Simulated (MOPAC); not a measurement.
MOPAC input (MNDO):

```
MNDO 1SCF GEO-OK AUX(PRECISION=9) THREADS=1
HBr

Br   -0.00000000 1   -0.00000000 1   -0.03957855 1
H     0.00000000 1    0.00000000 1    1.38524928 1
```

Output:

```
 *******************************************************************************
 **                                                                           **
 **                              MOPAC v23.2.5                                **
 **                                                                           **
 *******************************************************************************
 ** MOPAC's Digital Object Identifier: https://doi.org/10.5281/zenodo.6511958 **
 **                                                                           **
 ** Please cite the open-source release paper for use of this MOPAC version:  **
 ** J. E. Moussa and J. J. P. Stewart (2026)                                  **
 ** MOPAC: An open-source semiempirical molecular orbital program             **
 ** J. Open Source Softw., 11(119), 8025, https://doi.org/10.21105/joss.08025 **
 *******************************************************************************

                              MNDO CALCULATION RESULTS

 *******************************************************************************
 *  MNDO       - The MNDO Hamiltonian to be used
 *  GEO-OK     - OVERRIDE INTERATOMIC DISTANCE AND OTHER SAFETY CHECKS
 *  1SCF       - DO 1 SCF AND THEN STOP
 *  AUX        - OUTPUT AUXILIARY INFORMATION
 *******************************************************************************
MNDO 1SCF GEO-OK AUX(PRECISION=9) THREADS=1
 HBr

   ATOM   CHEMICAL          X               Y               Z
  NUMBER   SYMBOL      (ANGSTROMS)     (ANGSTROMS)     (ANGSTROMS)

     1      Br         -0.00000000  *  -0.00000000  *  -0.03957855  *
     2       H          0.00000000  *   0.00000000  *   1.38524928  *

          CARTESIAN COORDINATES

    NO.       ATOM           X           Y           Z

     1        Br         -0.0000     -0.0000     -0.0396
     2         H          0.0000      0.0000      1.3852

  H: (MNDO): M.J.S. DEWAR, W. THIEL, J. AM. CHEM. SOC., 99, 4899, (1977)
 Br: (MNDO): M.J.S.DEWAR, E.F. HEALY, J. COMP. CHEM., 4, 542, (1983)

           Empirical Formula: H Br  =     2 atoms

      MOLECULAR POINT GROUP   :   C*v

      RHF CALCULATION, NO. OF DOUBLY OCCUPIED LEVELS = 4

 -------------------------------------------------------------------------------
 MNDO 1SCF GEO-OK AUX(PRECISION=9) THREADS=1
 HBr

     1SCF WAS SPECIFIED, SO BFGS WAS NOT USED
     SCF FIELD WAS ACHIEVED

                              MNDO CALCULATION
                                                       MOPAC v23.2.5 Linux

          FINAL HEAT OF FORMATION =          3.71025 KCAL/MOL =      15.52370 KJ/MOL

          COSMO AREA              =         60.34 SQUARE ANGSTROMS
          COSMO VOLUME            =         43.63 CUBIC ANGSTROMS

          IONIZATION POTENTIAL    =         12.118743 EV
          HOMO LUMO ENERGIES (EV) =        -12.119  0.502
          NO. OF FILLED LEVELS    =          4
          MOLECULAR WEIGHT        =         80.9119         POINT GROUP:  C*v

          MOLECULAR DIMENSIONS (Angstroms)

            Atom       Atom       Distance
            H     2   Br     1     1.42483
            H     2   Br     1     0.00000
           Br     1    H     2     0.00000

          SCF CALCULATIONS        =          1

   ATOM   CHEMICAL          X               Y               Z
  NUMBER   SYMBOL      (ANGSTROMS)     (ANGSTROMS)     (ANGSTROMS)

     1      Br         -0.00000000  *  -0.00000000  *  -0.03957855  *
     2       H          0.00000000  *   0.00000000  *   1.38524928  *

                             CARTESIAN COORDINATES

   1   Br       -0.000000000    -0.000000000    -0.039578550
   2    H        0.000000000     0.000000000     1.385249280

           Empirical Formula: H Br  =     2 atoms

      MOLECULAR POINT GROUP   :   C*v

                  EIGENVALUES
 -25.94035 -16.09162 -12.11874 -12.11874   0.50167

              NET ATOMIC CHARGES AND DIPOLE CONTRIBUTIONS

  ATOM NO.   TYPE          CHARGE      No. of ELECS.   s-Pop       p-Pop
    1         Br          -0.103806        7.1038     1.98709     5.11672
    2          H           0.103806        0.8962     0.89619
 DIPOLE           X         Y         Z       TOTAL
 POINT-CHG.     0.000     0.000     0.710     0.710
 HYBRID        -0.000    -0.000     0.328     0.328
 SUM           -0.000    -0.000     1.039     1.039

          ATOMIC ORBITAL ELECTRON POPULATIONS

     Atom    s        px        py        pz
    1 Br   1.98709   2.00000   2.00000   1.11672
    2  H   0.89619

 **********************
 *                    *
 * JOB ENDED NORMALLY *
 *                    *
 **********************

 == MOPAC DONE ==
```
